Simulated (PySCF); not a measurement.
# Spinor energies of Gd⁵²⁺ (gadolinium, charge +52)

Start: [Ne] 3s2. Calculated with PySCF 2.14 in an even-tempered Gaussian basis (18 s from 4.9 bohr⁻², ratio 2.6; 14 p from 6.4 bohr⁻², ratio 2.6; 6 d from 6.6 bohr⁻², ratio 2.8; 4 f from 90 bohr⁻², ratio 2.8): generalised Hartree-Fock with the X2C-1e Hamiltonian and a Gaussian nucleus; spin-orbit coupling (SO) screened by Boettger's factors.

| spinor shell | electrons | ε, screened SO (eV) | weight of nominal j (screened SO) | rms radius, screened SO (bohr) |
| --- | --- | --- | --- | --- |
| 1s1/2 | 2 | -54396.0 | 1.000 | 0.0249 |
| 2s1/2 | 2 | -12126.0 | 1.000 | 0.0989 |
| 2p1/2 | 2 | -11726.5 | 1.000 | 0.0846 |
| 2p3/2 | 4 | -11003.4 | 1.000 | 0.0906 |
| 3s1/2 | 2 | -4916.0 | 1.000 | 0.236 |

```tsv
quantity	screened SO
E (hartree)	-8408.23325
M_J	0
⟨J²⟩	0.000
⟨L²⟩	0.018
⟨S²⟩	0.018
```

Breit and QED terms are absent; they matter most for the inner s and p1/2 levels.

Densities and radii are taken from the X2C orbitals without a picture-change correction, which distorts them close to the nucleus.
